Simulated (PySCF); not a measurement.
# Correlation energy of Ne⁺ (neon, charge +1)

[He] 2s2 2p5, 2P determinant. All numbers are calculated (PySCF 2.14, the non-relativistic Hamiltonian (point nucleus), in def2-TZVP (5s3p2d1f, 31 functions)). Frozen: 1s2; 7 electrons correlated.

MP2 pair energies summed by pair of shells (mhartree):

| pair | energy | share (%) |
| --- | --- | --- |
| 2p-2p | -120.21 | 62.2 |
| 2s-2p | -63.47 | 32.8 |
| 2s-2s | -9.57 | 5.0 |

Total MP2 correlation energy: -193.25 mhartree.

Same-spin part -46.31 and opposite-spin part -146.94 mhartree; SCS-MP2 scales them by 1/3 and 6/5 to -191.76 mhartree.

```tsv
level	correlation energy (mhartree)
CCSD	-205.55
(T)	-2.24
CCSD(T)	-207.79
```

Diagnostics: T1 = 0.0040, D1 = 0.0063, largest double amplitude 0.029.

Task: Is a single reference adequate?

Result: Yes: T1 lies below 0.03 and no double amplitude reaches 0.07.
